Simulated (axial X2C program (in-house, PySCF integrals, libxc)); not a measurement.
## Spin–orbit effects along a row: molecules with B (ions), HF

All values come from calculations with an axial X2C code built on PySCF integrals, spin-free (one-electron X2C) or two-component (2c: spin–orbit coupling with atomic mean-field Coulomb and Gaunt terms, which also bring small scalar terms), in Dyall basis sets with cores contracted in-house; open shells are unrestricted.

Basis sets: Ag dyall-cv3z, B dyall-v3z, Cd dyall-cv3z, Mo dyall-cv3z, Pd dyall-cv3z, Rb dyall-cv3z, Sb dyall-cv3z, Te dyall-cv3z.

```tsv
molecule	spin-free state	Re (Å)	ωe (cm⁻¹)	De (eV)	2c state	Re 2c (Å)	ωe 2c (cm⁻¹)	De 2c (eV)
RbB⁺	M_S = 1/2, Λ = 0	3.647	118.6	0.26	Ω = 1/2	3.648	118.6	0.26
MoB⁺	M_S = 3, Λ = 0	2.467	296.3	1.11	Ω = 3	2.468	295.4	1.11
PdB⁺	M_S = 0, Λ = 0	1.741	759.5	1.47	Ω = 0	1.740	758.1	n/a
AgB⁺	M_S = 1/2, Λ = 0	2.428	263.1	1.05	Ω = 1/2	2.429	262.9	1.05
CdB⁺	M_S = 0, Λ = 0	2.628	280.7	0.66	Ω = 0	2.628	280.6	0.66
SbB⁺	M_S = 3/2, Λ = 0	2.244	360.9	1.73	Ω = 3/2	2.246	353.3	1.72
BTe⁺	M_S = 1, Λ = 1	2.071	616.2	1.39	Ω = 2	2.076	597.0	1.55
```

Fragments in 2c: Rb+ + B, Mo+ + B, Pd+ + B, Ag+ + B, Cd+ + B, Sb + B+, Te+ + B. Each entry is the lowest single determinant of a limited PBE0 search at one distance. De goes to single-determinant-based atoms at the same level (for ions the charge split of lowest energy) and is withheld (n/a) where an atom does not fit its ground term or J level. Main or longest-lived isotopes. One determinant is a doubtful description, or other states lie close, for RbB⁺, MoB⁺, SbB⁺, BTe⁺; these need not be ground states, and all values refer to the states named. Some open-shell Ω = 0 determinants are out of reach, so the Ω given for MoB⁺, BTe⁺ need not be the lowest component. With several unpaired electrons the Ω given is that of one determinant, not necessarily of the lowest component. Some light 2c atoms are not at their ground J level, so De misses part of their lowering (0.04 eV or less).
